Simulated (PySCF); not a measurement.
# TaH: frontier orbitals

MN15 at R = 1.775 Å; PySCF, scalar-relativistic core potentials, basis sets Ta def2-TZVPPD with ECP60, H def2-TZVPPD. State: ⁵Δ (quintet), unpaired electrons σ ↑, π ↑↑, δ ↑. Only the outer orbitals are listed, counted within each symmetry, core potentials removing the inner ones.

```csv
spin,orbital,occ.,ε (eV),on Ta (%),main shells (%)
α,1π,1,-40.34,100,100 Ta p
α,1π,1,-40.34,100,100 Ta p
α,2σ,1,-39.92,100,100 Ta p
α,3σ,1,-8.92,53,"47 H s, 36 Ta s, 14 Ta d"
α,4σ,1,-6.30,95,"55 Ta s, 34 Ta d"
α,1δ,1,-5.58,100,100 Ta d
α,2π,1,-5.38,99,99 Ta d
α,2π,1,-5.38,99,99 Ta d
α,1δ,0,-1.59,100,100 Ta d
α,5σ,0,-0.86,88,"51 Ta p, 33 Ta d, 13 H s"
α,3π,0,-0.45,99,99 Ta p
β,1π,1,-38.52,100,100 Ta p
β,1π,1,-38.52,100,100 Ta p
β,2σ,1,-38.33,98,98 Ta p
β,3σ,1,-8.31,45,"55 H s, 25 Ta s, 14 Ta d"
β,4σ,0,-1.32,100,"88 Ta s, 14 Ta d"
β,1δ,0,-0.03,100,100 Ta d
β,5σ,0,0.20,83,"47 Ta d, 34 Ta p, 19 H s"
```

Question: Which are the highest filled and the lowest empty level, where do they sit, and how wide is the gap?

Answer: Highest filled α 2π at -5.38 eV (in %: 99 Ta d); lowest empty α 1δ at -1.59 eV (in %: 100 Ta d); the gap at MN15 is 3.79 eV.

- bond order (Mayer): 0.96
- ⟨S²⟩: 6.008
- charge on Ta (Mulliken, basis-dependent): 0.08
- charge on Ta (Löwdin, basis-dependent): 0.35
- dipole moment (positive dipole means Ta(−)H(+)): -2.22 D

Spin–orbit coupling is left out. The state is the lowest single determinant that the PBE0 search found; with open d or f shells the true ground state can be another one.
